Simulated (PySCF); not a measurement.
Cards and structures have been mixed up. Pair them.

Structures:
1. `[SiH2][SiH3]` [radical]
2. `[H][Ge]([CH3])([CH3])[O]C`
3. `[SiH2]([C@H](C#C)[SiH2]Br)O[SiH3]`
4. `[SiH2](C#C)C#N`
5. `S=C([C@H]1C[SiH2]NC1)C`

Card P (geometry PBE0-D3(BJ)/def2-SVP):
- Rotational constants A, B, C: 4.672, 2.539, 1.903 GHz
- Static isotropic polarisability (CAM-B3LYP/def2-SVPD): 72.3 au
- Strongest line among the 15 lowest singlet transitions (TDDFT CAM-B3LYP/def2-SVPD): S14 at 8.98 eV (138 nm, f = 0.108)
- Vertical ionisation energy (ΔSCF CAM-B3LYP/def2-SVPD): 9.66 eV
- Core binding energies (ΔSCF SCAN, pcX-2 on the ionised atom, pcseg-1 elsewhere, spin-free X2C): C1s 290.2 (×2), C1s 291.9, O1s 537.1 eV
- HOMO energy (CAM-B3LYP/def2-SVPD): -8.88 eV
- Lowest singlet excitation (TDDFT CAM-B3LYP/def2-SVPD): 7.09 eV (175 nm, f = 0.002)

Card Q (geometry PBE0-D3(BJ)/def2-SVP):
- Rotational constants A, B, C: 2.813, 0.834, 0.750 GHz
- Static isotropic polarisability (PBE0/def2-SVPD): 114.3 au
- Point group: C1
- Lowest triplet excitation (Tamm–Dancoff) (TDA PBE0/def2-SVPD): 2.06 eV
- Dipole moment (PBE0/def2-SVPD): 2.24 D

Card R (geometry PBE0-D3(BJ)/def2-SVP):
- Rotational constants A, B, C: 52.485, 5.344, 5.211 GHz
- Dipole moment (PBE0-D3(BJ)/def2-SVP): 0.06 D
- Largest isotropic hyperfine couplings (means over sets of like nuclei) (unrestricted B3LYP/IGLO-III on Si, pcH-1 on H, mean-field spin–orbit): 29Si -400.7, 1H +24.1 (×3), 29Si -18.6, 1H +11.0 (×2) MHz
- Point group: Cs
- Isotropic g value (unrestricted B3LYP/IGLO-III on Si, pcH-1 on H, mean-field spin–orbit): 2.00417

Card S (geometry PBE0-D3(BJ)/def2-SVP):
* Rotational constants A, B, C: 9.194, 2.260, 1.855 GHz
* Static isotropic polarisability (CAM-B3LYP/def2-SVPD): 61.8 au
* Vertical ionisation energy (ΔSCF CAM-B3LYP/def2-SVPD): 11.26 eV
* Point group: Cs
* 13C chemical shifts (computed TMS as zero) by class (GIAO PBE0/pcSseg-1): 122.0 (1 C), 109.1 (1 C), 77.3 (1 C) ppm

Card T (geometry PBE0-D3(BJ)/def2-SVP):
- Rotational constants A, B, C: 1.816, 0.353, 0.302 GHz
- Static isotropic polarisability (CAM-B3LYP/def2-SVPD): 134.8 au
- Strongest line among the 6 lowest singlet transitions (TDDFT CAM-B3LYP/def2-SVPD): S6 at 6.99 eV (177 nm, f = 0.031)
- Point group: C1
- HOMO energy (CAM-B3LYP/def2-SVPD): -8.92 eV

All species are isolated and taken at one optimised geometry, non-relativistic unless stated. Electronic properties by PySCF. Hyperfine couplings of like nuclei are means over topologically equivalent atoms, whose single values can differ widely in one geometry. NMR classes are plain means over equivalent atoms (diastereotopic ones count apart unless rotation or inversion swaps them), as if these changed places fast.

**Question.** Which card belongs to which structure?

**Answer.** P = 2, Q = 5, R = 1, S = 4, T = 3. What ties each card to its structure:
- 1 (card R), Si2H5, monoisotopic mass 61.0 u, 2 heavy atoms: an asymmetric top with C = 5.211 GHz, the highest such constant on the cards; dipole 0.06 D; an open shell with its largest isotropic coupling to 29Si.
- 2 (card P), C3H10GeO, monoisotopic mass 136.0 u, 5 heavy atoms: core lines of C and O; an asymmetric top with C = 1.903 GHz; polarisability 72.3 au for 68 electrons.
- 3 (card T), C3H9BrOSi3, monoisotopic mass 223.9 u, 8 heavy atoms: an asymmetric top with C = 0.302 GHz, the lowest such constant on the cards; polarisability 134.8 au for 112 electrons.
- 4 (card S), C3H3NSi, monoisotopic mass 81.0 u, 5 heavy atoms: 3 C in 3 classes; the least shielded carbon (122.0 ppm) is a cyano carbon; an asymmetric top with C = 1.855 GHz; polarisability 61.8 au for 42 electrons.
- 5 (card Q), C5H11NSSi, monoisotopic mass 145.0 u, 8 heavy atoms: an asymmetric top with C = 0.750 GHz; polarisability 114.3 au for 78 electrons; dipole 2.24 D.
